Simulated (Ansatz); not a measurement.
Ansatz (a program for electronic structure) input (MP2/6-31G*):

Ansatz 0.2 input:
```yaml
crystal:
  periodic: [false, false, false]
  atoms:
    - {symbol: Li, position_ang: [-1.10544332, -0.64455546, -0.93118323]}
    - {symbol: C, position_ang: [0.27006175, 0.15746604, 0.22748971]}
    - {symbol: H, position_ang: [0.85191820, -0.59472364, 0.77579538]}
    - {symbol: H, position_ang: [-0.15466566, 0.82698661, 0.98665647]}
    - {symbol: H, position_ang: [0.99870689, 0.75660719, -0.33384040]}
basis:
  gaussian:
    orbitals: 6-31G*
magnetization: {spin_polarized: false}
correlation: {method: mp2, electrons: outside_noble_gas}
```

Output:

```
Functional definition: HF
integrals: 0.00 GiB planned
379 factors; integrals over basis functions are off by at most 5.4e-4 eV
mean field: 0.06 GiB planned
mean field evaluation 1: about -1277.3763 eV, gradient 2.7e1 eV
mean field evaluation 2: about -1277.3943 eV, gradient 2.7e1 eV
mean field evaluation 4: about -1279.3433 eV, gradient 1.3e0 eV
mean field evaluation 8: about -1279.3535 eV, gradient 1.2e-3 eV
mean field -1279.35348621 eV, -47.0153734413 hartree, gradient 6.5e-7 eV, S^2 0.000000; 0 other end points of the search recorded, 0 dependent functions left out
2 core orbitals not correlated
reference -1279.35348621 eV, -47.0153734413 hartree; 4, 4 occupied and 30, 30 virtual orbitals, 379 factors
second order -3.98590370 eV of doubles, -0.00000000 eV of singles
Total energy: -1283.33938991 eV, -47.1618527005 hartree
```

The geometry given is a B3LYP-D3(BJ)/def2-TZVP minimum.
